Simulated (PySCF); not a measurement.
## Molecular orbitals of RbS⁻

UHF at R = 3.189 Å; PySCF, scalar-relativistic core potentials, basis sets Rb def2-SVPD with ECP28, S def2-SVPD. State: ³Π (triplet), unpaired electrons σ ↑, π ↑. Only the outer orbitals are listed, counted within each symmetry, core potentials removing the inner ones.

```
spin  orbital  occ.  ε (eV)  on Rb (%)   main shells (%)
   α       5σ     1  -19.24         21   79 S s, 21 Rb p
   α       2π     1  -18.55        100          100 Rb p
   α       2π     1  -18.53        100          100 Rb p
   α       6σ     1  -18.14         79   79 Rb p, 21 S s
   α       3π     1   -6.41          0           100 S p
   α       7σ     1   -4.92          1            99 S p
   α       3π     1   -4.66          0           100 S p
   α       8σ     1   -0.55        102  74 Rb s, 27 Rb p
   α       4π     0    1.83        100          100 Rb p
   α       4π     0    1.85        100          100 Rb p
   α       9σ     0    1.99         95           97 Rb p
   β       2π     1  -18.53        100          100 Rb p
   β       2π     1  -18.52        100          100 Rb p
   β       5σ     1  -18.43         95           95 Rb p
   β       6σ     1  -16.08          4            96 S s
   β       7σ     1   -4.29          1            99 S p
   β       3π     1   -4.03          0           100 S p
   β       3π     0    1.89        100          100 Rb p
   β       4π     0    1.90        100          100 Rb p
   β       8σ     0    1.99        100           98 Rb p
```

**Question.** Which are the highest filled and the lowest empty level, where do they sit, and how wide is the gap?

**Answer.** Highest filled α 8σ at -0.55 eV (in %: 74 Rb s, 27 Rb p); lowest empty α 4π at 1.83 eV (in %: 100 Rb p); the gap at UHF is 2.38 eV. An empty level above zero is unbound, and its energy depends on the basis.

| Quantity | Value |
| --- | --- |
| bond order (Mayer) | -0.05 |
| ⟨S²⟩ | 2.009 |
| charge on Rb (Mulliken, basis-dependent) | -0.02 |
| charge on Rb (Löwdin, basis-dependent) | -0.17 |
| dipole moment (positive dipole points towards S; it is taken about the centre of mass and depends on that origin) | 0.79 D |

Shares are Mulliken populations and can fall outside 0 to 100 %.

Spin–orbit coupling is left out. The state was picked by a PBE0 search and need not be the measured ground state.
